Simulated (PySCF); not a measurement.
B2O3, SMILES O=BOB=O.

Geometry: PBE0-D3(BJ)/def2-SVP. One conformer was computed; it need not be the lowest.

Two levels are set side by side: TDA-PBE/def2-SVPD (PySCF) and TDA-ωB97X/def2-SVPD (PySCF). Vertical, same geometry. The lowest singlet is HOMO−1→LUMO 100 % with PBE and HOMO→LUMO 84 % with the other functional; states are paired by order. Differences are taken from unrounded values.

```csv
quantity,TDA-ωB97X
lowest singlet excitation (eV),8.16
lowest triplet excitation (TDA) (eV),7.74
```

### Question
What does TDA-PBE give, and how far is it from TDA-ωB97X? (An estimate is asked for; the answer gives what the named calculation found.)

### Answer

```
quantity                              TDA-PBE  TDA-PBE minus TDA-ωB97X
------------------------------------  -------  -----------------------
lowest singlet excitation (eV)           6.71                    -1.45
lowest triplet excitation (TDA) (eV)     6.49                    -1.25
```

Functionals without exact exchange tend to place singlet excitations lower, as here. Differences between two approximate levels are no errors against the true value.

Rough cost on one machine, each run with all the roots and properties that it gave: TDA-ωB97X against TDA-PBE about 3 times.
